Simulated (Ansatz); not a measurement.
A short molecular-dynamics run on CH6FInSi (`C[SiH](F)[InH2]`).

```yaml
crystal:
  periodic: [false, false, false]
  atoms:
    - {symbol: C, position_ang: [-1.017054, -0.522132, -1.189602]}
    - {symbol: Si, position_ang: [0.266665, -0.749297, 0.146323]}
    - {symbol: F, position_ang: [1.555802, -1.455939, -0.522284]}
    - {symbol: In, position_ang: [0.963525, 1.447595, 1.318375]}
    - {symbol: H, position_ang: [-1.261941, -1.482420, -1.650701]}
    - {symbol: H, position_ang: [-1.932337, -0.106336, -0.758667]}
    - {symbol: H, position_ang: [-0.671314, 0.156191, -1.972445]}
    - {symbol: H, position_ang: [-0.258904, -1.721439, 1.151270]}
    - {symbol: H, position_ang: [-0.244881, 2.439902, 2.067978]}
    - {symbol: H, position_ang: [2.600450, 1.993874, 1.409743]}
basis:
  gaussian: {orbitals: def2-SVP}
hamiltonian: {xc: {name: r2SCAN}, dispersion: d3bjatm}
md: {timestep: 0.5 fs, n_steps: 50, ensemble: nvt_langevin, temperature: 700, initial_velocities: maxwell_boltzmann, friction: 0.01, seed: 313}
```

```sh
$ ansatz run in.yaml --threads 4 --pin off --events-out ev --progress --plain --max-ram 10444MiB
```

| step | time (fs) | potential energy (eV) | kinetic (eV) | T (K) | conserved (eV) |
| --- | --- | --- | --- | --- | --- |
| 0 | 0.0 | -16898.0323 | 0.8143 | 630 | – |
| 1 | 0.5 | -16898.0236 | 0.7587 | 587 | – |
| 2 | 1.0 | -16897.9901 | 0.6474 | 501 | – |
| 3 | 1.5 | -16897.9407 | 0.5873 | 454 | – |
| 4 | 2.0 | -16897.8847 | 0.5362 | 415 | – |
| 5 | 2.5 | -16897.8304 | 0.5527 | 428 | – |
| 6 | 3.0 | -16897.7836 | 0.4783 | 370 | – |
| 7 | 3.5 | -16897.7483 | 0.4570 | 354 | – |
| 8 | 4.0 | -16897.7243 | 0.4607 | 356 | – |
| 9 | 4.5 | -16897.7112 | 0.4622 | 358 | – |
| 10 | 5.0 | -16897.7052 | 0.4288 | 332 | – |
| 11 | 5.5 | -16897.7014 | 0.3978 | 308 | – |
| 12 | 6.0 | -16897.6982 | 0.3982 | 308 | – |
| 13 | 6.5 | -16897.6903 | 0.3832 | 296 | – |
| 14 | 7.0 | -16897.6803 | 0.3761 | 291 | – |
| 15 | 7.5 | -16897.6732 | 0.3921 | 303 | – |
| 16 | 8.0 | -16897.6706 | 0.4382 | 339 | – |
| 17 | 8.5 | -16897.6749 | 0.4455 | 345 | – |
| 18 | 9.0 | -16897.6840 | 0.4455 | 345 | – |
| 19 | 9.5 | -16897.6969 | 0.4991 | 386 | – |
| 20 | 10.0 | -16897.7145 | 0.5124 | 396 | – |
| 21 | 10.5 | -16897.7404 | 0.5537 | 428 | – |
| 22 | 11.0 | -16897.7730 | 0.5990 | 463 | – |
| 23 | 11.5 | -16897.7998 | 0.6091 | 471 | – |
| 24 | 12.0 | -16897.8091 | 0.6071 | 470 | – |
| 25 | 12.5 | -16897.7995 | 0.5842 | 452 | – |
| 26 | 13.0 | -16897.7754 | 0.5875 | 454 | – |
| 27 | 13.5 | -16897.7432 | 0.5003 | 387 | – |
| 28 | 14.0 | -16897.7111 | 0.4553 | 352 | – |
| 29 | 14.5 | -16897.6843 | 0.4488 | 347 | – |
| 30 | 15.0 | -16897.6622 | 0.4505 | 349 | – |
| 31 | 15.5 | -16897.6505 | 0.4580 | 354 | – |
| 32 | 16.0 | -16897.6493 | 0.4492 | 348 | – |
| 33 | 16.5 | -16897.6512 | 0.4882 | 378 | – |
| 34 | 17.0 | -16897.6539 | 0.4822 | 373 | – |
| 35 | 17.5 | -16897.6592 | 0.4804 | 372 | – |
| 36 | 18.0 | -16897.6664 | 0.5287 | 409 | – |
| 37 | 18.5 | -16897.6701 | 0.5692 | 440 | – |
| 38 | 19.0 | -16897.6672 | 0.5854 | 453 | – |
| 39 | 19.5 | -16897.6545 | 0.5597 | 433 | – |
| 40 | 20.0 | -16897.6321 | 0.5343 | 413 | – |
| 41 | 20.5 | -16897.6013 | 0.5490 | 425 | – |
| 42 | 21.0 | -16897.5718 | 0.5128 | 397 | – |
| 43 | 21.5 | -16897.5552 | 0.4829 | 374 | – |
| 44 | 22.0 | -16897.5515 | 0.5382 | 416 | – |
| 45 | 22.5 | -16897.5553 | 0.5174 | 400 | – |
| 46 | 23.0 | -16897.5638 | 0.5848 | 452 | – |
| 47 | 23.5 | -16897.5699 | 0.6143 | 475 | – |
| 48 | 24.0 | -16897.5668 | 0.6464 | 500 | – |
| 49 | 24.5 | -16897.5539 | 0.6662 | 515 | – |
| 50 | 25.0 | -16897.5353 | 0.6516 | 504 | – |

Velocities are drawn at the set temperature; a run this short doesn't reach equilibrium.

Frames (Å, forces in eV/Å):

```xyz
10
time=0.0 fs
C    -1.017   -0.522   -1.190    0.119    0.019    0.184
Si    0.267   -0.749    0.146   -0.541    0.361    0.394
F     1.556   -1.456   -0.522    0.749   -0.385   -0.391
In    0.964    1.448    1.318   -0.029   -0.041   -0.033
H    -1.262   -1.482   -1.651   -0.069   -0.270   -0.138
H    -1.932   -0.106   -0.759   -0.264    0.111    0.089
H    -0.671    0.156   -1.972    0.083    0.187   -0.236
H    -0.259   -1.721    1.151   -0.073   -0.064    0.086
H    -0.245    2.440    2.068   -0.045    0.055    0.038
H     2.600    1.994    1.410    0.070    0.026    0.006
10
time=1.5 fs
C    -1.018   -0.545   -1.193    0.465    0.081   -1.783
Si    0.269   -0.742    0.149   -0.648    0.317    0.034
F     1.555   -1.450   -0.519    0.873   -0.363   -0.403
In    0.963    1.447    1.318   -0.636   -0.023    0.108
H    -1.240   -1.533   -1.713    0.089    0.906    0.645
H    -1.924   -0.104   -0.789   -0.632   -0.074    0.295
H    -0.722    0.182   -2.023   -0.029   -0.785    0.862
H    -0.263   -1.738    1.108   -0.137   -0.147    0.315
H    -0.221    2.464    2.113    0.052   -0.096   -0.081
H     2.559    1.983    1.406    0.603    0.182    0.008
10
time=3.0 fs
C    -1.019   -0.567   -1.200    0.397    0.385   -2.447
Si    0.271   -0.734    0.153   -0.811    0.067   -0.229
F     1.556   -1.446   -0.516    0.898   -0.304   -0.361
In    0.964    1.445    1.318   -1.196    0.043    0.283
H    -1.212   -1.563   -1.761    0.036    1.337    1.064
H    -1.924   -0.102   -0.806   -0.624   -0.389    0.316
H    -0.777    0.192   -2.050    0.154   -1.133    1.230
H    -0.277   -1.757    1.078   -0.097   -0.065    0.360
H    -0.204    2.487    2.158    0.176   -0.266   -0.223
H     2.527    1.973    1.401    1.067    0.324    0.007
10
time=4.5 fs
C    -1.022   -0.588   -1.210    0.236    1.221   -2.093
Si    0.272   -0.725    0.157   -1.060   -0.359   -0.389
F     1.556   -1.443   -0.513    0.871   -0.237   -0.285
In    0.964    1.444    1.317   -1.437    0.211    0.467
H    -1.179   -1.558   -1.785   -0.186    0.809    0.968
H    -1.932   -0.108   -0.817   -0.426   -0.728    0.259
H    -0.833    0.180   -2.065    0.439   -1.050    1.209
H    -0.300   -1.778    1.064    0.052    0.192    0.226
H    -0.188    2.513    2.195    0.288   -0.423   -0.358
H     2.518    1.968    1.400    1.224    0.363   -0.004
10
time=6.0 fs
C    -1.025   -0.606   -1.222   -0.030    2.413   -0.794
Si    0.271   -0.716    0.162   -1.194   -0.775   -0.604
F     1.557   -1.441   -0.512    0.761   -0.125   -0.187
In    0.964    1.442    1.316   -1.139    0.444    0.611
H    -1.151   -1.533   -1.782   -0.436   -0.538    0.333
H    -1.951   -0.126   -0.828   -0.105   -1.016    0.194
H    -0.887    0.152   -2.062    0.750   -0.576    0.775
H    -0.314   -1.798    1.051    0.162    0.411    0.135
H    -0.159    2.529    2.226    0.300   -0.484   -0.420
H     2.537    1.973    1.404    0.931    0.245   -0.043
10
time=7.5 fs
C    -1.030   -0.618   -1.234   -0.149    2.831    0.948
Si    0.271   -0.707    0.166   -1.225   -1.063   -0.909
F     1.560   -1.441   -0.511    0.608    0.001   -0.086
In    0.963    1.441    1.315   -0.579    0.667    0.697
H    -1.134   -1.519   -1.772   -0.542   -1.787   -0.319
H    -1.973   -0.168   -0.831    0.040   -1.062    0.183
H    -0.925    0.118   -2.041    0.969    0.328   -0.146
H    -0.320   -1.803    1.042    0.191    0.487    0.139
H    -0.119    2.538    2.249    0.237   -0.467   -0.416
H     2.574    1.978    1.402    0.449    0.066   -0.090
10
time=9.0 fs
C    -1.035   -0.625   -1.246   -0.323    1.359    2.098
Si    0.271   -0.701    0.169   -1.117   -1.150   -1.295
F     1.564   -1.441   -0.511    0.393    0.136    0.038
In    0.962    1.439    1.315    0.077    0.842    0.738
H    -1.128   -1.547   -1.763   -0.353   -1.542   -0.238
H    -1.999   -0.236   -0.841    0.069   -0.871    0.243
H    -0.946    0.087   -2.019    1.062    1.381   -1.329
H    -0.324   -1.790    1.033    0.145    0.375    0.258
H    -0.072    2.539    2.274    0.137   -0.403   -0.376
H     2.622    1.984    1.401   -0.090   -0.125   -0.138
10
time=10.5 fs
C    -1.039   -0.628   -1.256   -0.201   -0.483    1.927
Si    0.268   -0.696    0.170   -0.920   -1.170   -1.611
F     1.569   -1.441   -0.513    0.142    0.264    0.169
In    0.962    1.438    1.314    0.705    0.838    0.673
H    -1.126   -1.596   -1.761   -0.042   -0.352    0.230
H    -2.019   -0.320   -0.853   -0.125   -0.470    0.327
H    -0.939    0.074   -2.021    0.921    1.633   -1.651
H    -0.327   -1.768    1.035    0.088    0.229    0.358
H    -0.012    2.519    2.301   -0.056   -0.224   -0.241
H     2.669    1.986    1.396   -0.512   -0.267   -0.181
10
time=12.0 fs
C    -1.043   -0.631   -1.260   -0.158   -0.846    0.531
Si    0.264   -0.693    0.171   -0.724   -1.197   -1.698
F     1.574   -1.441   -0.514   -0.122    0.364    0.295
In    0.962    1.436    1.313    1.241    0.650    0.466
H    -1.117   -1.650   -1.752    0.220    0.800    0.538
H    -2.050   -0.410   -0.856    0.102   -0.106    0.158
H    -0.909    0.094   -2.054    0.434    0.440   -0.399
H    -0.329   -1.740    1.063    0.094    0.173    0.308
H     0.052    2.489    2.319   -0.320    0.061    0.004
H     2.708    1.974    1.383   -0.768   -0.337   -0.202
10
time=13.5 fs
C    -1.046   -0.634   -1.261   -0.045   -0.606   -0.512
Si    0.260   -0.692    0.170   -0.530   -1.162   -1.669
F     1.579   -1.442   -0.515   -0.365    0.434    0.398
In    0.961    1.435    1.311    1.659    0.383    0.198
H    -1.099   -1.682   -1.736    0.378    1.233    0.506
H    -2.077   -0.504   -0.860    0.373    0.266   -0.019
H    -0.875    0.120   -2.091   -0.088   -0.685    0.833
H    -0.325   -1.708    1.107    0.108    0.138    0.192
H     0.106    2.456    2.336   -0.572    0.361    0.286
H     2.736    1.957    1.371   -0.918   -0.362   -0.213
10
time=15.0 fs
C    -1.049   -0.641   -1.263   -0.035   -0.160   -0.585
Si    0.257   -0.693    0.169   -0.483   -1.111   -1.529
F     1.584   -1.441   -0.514   -0.530    0.458    0.463
In    0.961    1.433    1.309    1.816    0.139   -0.024
H    -1.075   -1.684   -1.715    0.461    0.917    0.171
H    -2.101   -0.586   -0.868    0.678    0.580   -0.168
H    -0.847    0.136   -2.108   -0.447   -1.217    1.375
H    -0.322   -1.678    1.155    0.162    0.153    0.010
H     0.153    2.430    2.360   -0.735    0.562    0.497
H     2.740    1.929    1.351   -0.886   -0.322   -0.210
10
time=16.5 fs
C    -1.054   -0.647   -1.268    0.110    0.191    0.203
Si    0.255   -0.695    0.168   -0.506   -0.937   -1.396
F     1.586   -1.439   -0.514   -0.610    0.439    0.484
In    0.962    1.433    1.308    1.688    0.010   -0.110
H    -1.045   -1.666   -1.690    0.537    0.028   -0.363
H    -2.111   -0.665   -0.874    0.717    0.893   -0.237
H    -0.823    0.129   -2.093   -0.651   -1.089    1.205
H    -0.306   -1.643    1.206    0.171    0.108   -0.137
H     0.188    2.417    2.391   -0.753    0.591    0.542
H     2.727    1.892    1.324   -0.702   -0.233   -0.192
10
time=18.0 fs
C    -1.059   -0.652   -1.274    0.336    0.054    1.332
Si    0.253   -0.698    0.168   -0.515   -0.654   -1.311
F     1.588   -1.435   -0.514   -0.630    0.393    0.480
In    0.963    1.431    1.307    1.256    0.042   -0.015
H    -1.000   -1.650   -1.676    0.578   -0.816   -0.778
H    -2.105   -0.732   -0.875    0.500    1.091   -0.269
H    -0.806    0.102   -2.062   -0.670   -0.410    0.534
H    -0.281   -1.603    1.252    0.120   -0.025   -0.195
H     0.208    2.420    2.425   -0.628    0.432    0.386
H     2.694    1.858    1.286   -0.346   -0.107   -0.165
10
time=19.5 fs
C    -1.065   -0.658   -1.276    0.758   -1.394    2.374
Si    0.252   -0.701    0.166   -0.570   -0.325   -1.230
F     1.589   -1.428   -0.513   -0.579    0.314    0.443
In    0.965    1.430    1.306    0.655    0.122    0.169
H    -0.940   -1.650   -1.685    0.480   -0.761   -0.697
H    -2.087   -0.783   -0.877   -0.074    1.087   -0.184
H    -0.802    0.059   -2.022   -0.413    0.899   -0.680
H    -0.257   -1.560    1.289    0.055   -0.195   -0.193
H     0.221    2.427    2.465   -0.439    0.200    0.136
H     2.657    1.815    1.237    0.125    0.054   -0.138
10
time=21.0 fs
C    -1.069   -0.664   -1.272    1.428   -3.145    2.707
Si    0.252   -0.704    0.165   -0.757   -0.098   -0.906
F     1.587   -1.422   -0.510   -0.437    0.198    0.355
In    0.967    1.429    1.304    0.015    0.176    0.350
H    -0.873   -1.663   -1.706    0.157   -0.005   -0.256
H    -2.069   -0.813   -0.885   -0.730    0.909   -0.033
H    -0.801    0.027   -1.995   -0.122    1.977   -1.643
H    -0.232   -1.528    1.334    0.056   -0.228   -0.350
H     0.228    2.434    2.501   -0.263   -0.004   -0.095
H     2.622    1.770    1.178    0.653    0.218   -0.129
10
time=22.5 fs
C    -1.071   -0.675   -1.264    2.588   -3.303    1.302
Si    0.250   -0.706    0.162   -0.913    0.090   -0.524
F     1.583   -1.415   -0.507   -0.294    0.089    0.262
In    0.969    1.429    1.303   -0.436    0.269    0.505
H    -0.805   -1.683   -1.738   -0.304    0.874    0.282
H    -2.064   -0.826   -0.910   -1.297    0.620    0.149
H    -0.801    0.031   -1.999   -0.289    1.465   -1.027
H    -0.205   -1.497    1.378    0.056   -0.245   -0.523
H     0.224    2.443    2.529   -0.087   -0.182   -0.306
H     2.603    1.726    1.118    0.975    0.322   -0.120
10
time=24.0 fs
C    -1.070   -0.693   -1.252    3.111   -2.076   -0.704
Si    0.247   -0.708    0.160   -0.986    0.285   -0.234
F     1.580   -1.409   -0.502   -0.172    0.000    0.171
In    0.971    1.428    1.303   -0.506    0.407    0.595
H    -0.735   -1.689   -1.773   -0.773    1.329    0.684
H    -2.086   -0.828   -0.939   -0.995    0.375    0.072
H    -0.804    0.066   -2.023   -0.692   -0.019    0.521
H    -0.183   -1.468    1.404    0.025   -0.329   -0.551
H     0.211    2.443    2.554    0.083   -0.319   -0.479
H     2.608    1.690    1.053    0.906    0.348   -0.074
10
time=25.0 fs
C    -1.067   -0.706   -1.243    2.560   -1.205   -1.557
Si    0.246   -0.709    0.159   -1.046    0.412   -0.005
F     1.578   -1.405   -0.498   -0.062   -0.074    0.092
In    0.972    1.428    1.303   -0.358    0.488    0.592
H    -0.695   -1.679   -1.796   -0.998    1.347    0.821
H    -2.117   -0.825   -0.959   -0.139    0.274   -0.109
H    -0.810    0.097   -2.034   -0.814   -0.825    1.295
H    -0.172   -1.453    1.417    0.011   -0.375   -0.555
H     0.201    2.438    2.570    0.181   -0.376   -0.564
H     2.623    1.671    1.008    0.667    0.334   -0.010
```

It took 96 s on 4 threads of an Arm Neoverse V2 on a shared host, with 0.48 GiB of host memory at the peak.
